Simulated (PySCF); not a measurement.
Species: C₃H₁₃BN₂Si₂.
Bonds: C1–C2, C2–C3, C3–N4 (triple), N4–B5, B5–N6, N6–Si7, N6–Si8. Hydrogens: H9, H10, H11 on C1; H12, H13 on C2; H14, H15 on B5; H16, H17, H18 on Si7; H19, H20, H21 on Si8.

Theory: PBE0-D3(BJ)/def2-SVP geometry optimisation, gas phase (PySCF 2.14.0).

Question: Give the optimised bond lengths and angles.

Answer: 
```csv
bond,length (bohr)
C1–C2,2.889
C2–C3,2.745
C3≡N4,2.173
N4–B5,3.014
B5–N6,2.868
"N6–Si7, N6–Si8",3.271
"C1–H9, C1–H10, C1–H11",2.076
"C2–H12, C2–H13",2.083
"B5–H14, B5–H15",2.318
Si7–H16,2.845
Si7–H17 and 4 like bonds,2.831
```

Bonds in one row agree within 0.02 bohr and their mean is given. A selection of angles:
```csv
angle,degrees
C2–C1–H9,111.1
C2–C1–H11,109.4
H9–C1–H10,108.2
C1–C2–C3,112.3
C1–C2–H12,111.3
C3–C2–H12,107.4
H12–C2–H13,106.7
C2–C3–N4,178.1
C3–N4–B5,175.2
N4–B5–N6,107.1
N4–B5–H14,103.4
N6–B5–H14,114.9
H14–B5–H15,112.0
B5–N6–Si7,116.6
B5–N6–Si8,116.0
Si7–N6–Si8,127.4
N6–Si7–H16,111.7
N6–Si7–H18,110.0
H16–Si7–H17,106.5
H16–Si7–H18,107.3
H17–Si7–H18,108.9
```

Torsions: N4–B5–N6–Si7 -88° (synclinal). The mirror-image conformer, all signs reversed, is as good.

The 2 B–N bonds span 1.517 Å (B5–N6, drawn single) to 1.595 Å (N4–B5, drawn single), a spread of 0.078 Å. The C–C distances run from 1.452 Å (C2–C3, drawn single) to 1.529 Å (C1–C2, drawn single), a spread of 0.077 Å. B5 (four-coordinate boron) is distorted tetrahedral (angles from 103.2° to 114.9°). N6 (nitrogen bridging silicon atoms) is planar (angles 127.4°, 116.6° and 116.0°, sum 359.9°, 0.03 Å off the plane of its three neighbours). Si7 (SiH3 silicon) is tetrahedral (angles from 106.5° to 112.3°).

Point group: C1 (no symmetry element, even within 0.4 Å). No PBE0-D3(BJ)/def2-SVP frequencies stand behind this structure, so it isn't proved a minimum. One conformer, not necessarily the lowest.
